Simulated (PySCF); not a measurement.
C3H9FOSi, SMILES C(OC[SiH2]F)C. Atoms are numbered in the order given.

```xyz
15

C      3.0919    -0.5486    -0.1437
C      1.8290     0.1274    -0.6155
O      1.0360     0.4350     0.5026
C     -0.2289     0.9807     0.1851
Si    -1.4592    -0.4497     0.2456
F     -2.9202     0.0377    -0.2926
H      3.6377     0.1032     0.5541
H      3.7493    -0.7781    -0.9950
H      2.8563    -1.4874     0.3788
H      2.0684     1.0567    -1.1729
H      1.2781    -0.5298    -1.3188
H     -0.4798     1.7406     0.9444
H     -0.2250     1.5030    -0.7906
H     -0.9936    -1.5637    -0.6275
H     -1.6208    -0.9249     1.6467
```
Charge 0, spin multiplicity 1.

Geometry optimised at PBE0-D3(BJ)/def2-SVP. The structure was generated by enumeration, and PubChem lists no compound with its InChIKey, so it may never have been made. The values are those of a single conformer.

These are PBE/pcSseg-1 (PySCF) values and carry that method's errors.

GIAO shieldings, no solvent; atoms listed in one row are averaged. δ = σ(ref) − σ: ¹³C against TMS (σ = 182.0 ppm); ¹⁷O against H2O (σ = 334.3 ppm); ²⁹Si against TMS (σ = 335.4 ppm); ¹⁹F against CFCl3 (σ = 133.6 ppm); ¹H against TMS (σ = 31.49 ppm), references at their B3LYP-D3(BJ)/def2-TZVP geometries, non-relativistic.

Computed chemical shifts:
```csv
nucleus,atoms,count,δ (ppm)
¹³C,C2,1,75.3
¹³C,C4,1,61.9
¹³C,C1,1,19.4
¹⁷O,O3,1,10.0
²⁹Si,Si5,1,-12.9
¹⁹F,F6,1,-247.8
¹H,"H14, H15",2,5.37
¹H,H12,1,4.31
¹H,"H10, H11",2,3.62
¹H,H13,1,3.41
¹H,"H7, H8, H9",3,1.41
```
